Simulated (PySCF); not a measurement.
GaCl₂⁺ + 2 HBr → GaBr₂⁺ + 2 HCl

Level: PBE0 in the def2-TZVP basis family, all electrons, no relativity, computed in PySCF with density fitting; open shells unrestricted.

```json
{"species": "GaCl₂⁺", "state and structure": "singlet, D∞h, Ga–Cl 2.024 Å (×2)", "E (Eh)": "-2844.51089", "ZPE (kJ/mol)": "7.6", "H(298 K) − H(0) (kJ/mol)": "13.5", "S° (J/(mol K))": "273.1"}
{"species": "HBr", "state and structure": "singlet, C∞v, H–Br 1.421 Å", "E (Eh)": "-2574.45811", "ZPE (kJ/mol)": "16.0", "H(298 K) − H(0) (kJ/mol)": "8.7", "S° (J/(mol K))": "198.5"}
{"species": "GaBr₂⁺", "state and structure": "singlet, D∞h, Ga–Br 2.168 Å (×2)", "E (Eh)": "-7072.12010", "ZPE (kJ/mol)": "5.4", "H(298 K) − H(0) (kJ/mol)": "14.5", "S° (J/(mol K))": "295.7"}
{"species": "HCl", "state and structure": "singlet, C∞v, H–Cl 1.279 Å", "E (Eh)": "-460.66440", "ZPE (kJ/mol)": "17.9", "H(298 K) − H(0) (kJ/mol)": "8.7", "S° (J/(mol K))": "186.6"}
```

(1) What is the electronic reaction energy?

(2) Add zero-point, thermal and entropy terms for 298.15 K and 1 bar.

## Answers

(1) At PBE0/def2-TZVP, ΔE = -57.2 kJ/mol from the differences of the total energies times 2625.5, downhill. 

(2) ΔZPE = 1.6 and Δ[H(298) − H(0)] = 1.0 kJ/mol give ΔH° = -54.6 kJ/mol. ΔS° = -1.2 J/(mol K), so ΔG° = -54.6 − 298.15 × (-0.0012) = -54 kJ/mol and log₁₀K = 9.5.

The structures come from searches over a few start shapes, so lower isomers are not excluded.
